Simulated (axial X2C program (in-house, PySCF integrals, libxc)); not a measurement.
# Potential curves of BeF, two-component

Calculated with an in-house relativistic program for diatomic molecules. Two-component (2c) means X2C with spin–orbit coupling and atomic mean-field two-electron Coulomb and Gaunt terms. Basis: F dyall-av3z [7s6p3d2f], Be dyall-cv3z [8s8p3d1f] (cores contracted in-house); Gaussian nuclei, density fitting, unrestricted open shells. Masses: F 18.998 u, Be 9.012 u.

State: Ω = 1/2 (⟨Sz⟩ = 0.50, ⟨Lz⟩ = 0.00 at TPSS). Energies in eV from the fragments at the same level (F + Be). Fits are polynomials in 1 − R0/R over 0.85 to 1.23 times the lowest point R0.

| R (Å) | TPSS |
| --- | --- |
| 1.1867 | -5.2384 |
| 1.2412 | -5.7233 |
| 1.2822 | -5.9426 |
| 1.3231 | -6.0653 |
| 1.3640 | -6.1124 |
| 1.4117 | -6.0928 |
| 1.4595 | -6.0121 |
| 1.5209 | -5.8434 |
| 1.5959 | -5.5712 |
| 1.7050 | -5.1041 |

The state is a single determinant with fixed occupations, the lowest that a limited PBE0 search found. Dissociation energies refer to the lowest single-determinant-based atoms at the same level and basis. Density functionals use the spin component along the axis (collinear). The 2c atoms are single determinants rather than J levels; their spin–orbit lowering is only partly caught, and De is too large by that part. This holds for TPSS. The functionals have no current-density term, which raises determinants with orbital currents, atoms included.

(1) What are Re, ωe and De at the TPSS level?

## Answers

(1) At TPSS, 2c: Re = 1.375 Å, ωe ≈ 1220 cm⁻¹, De = 6.11 eV to F + Be; Be follows as 1.46 cm⁻¹.
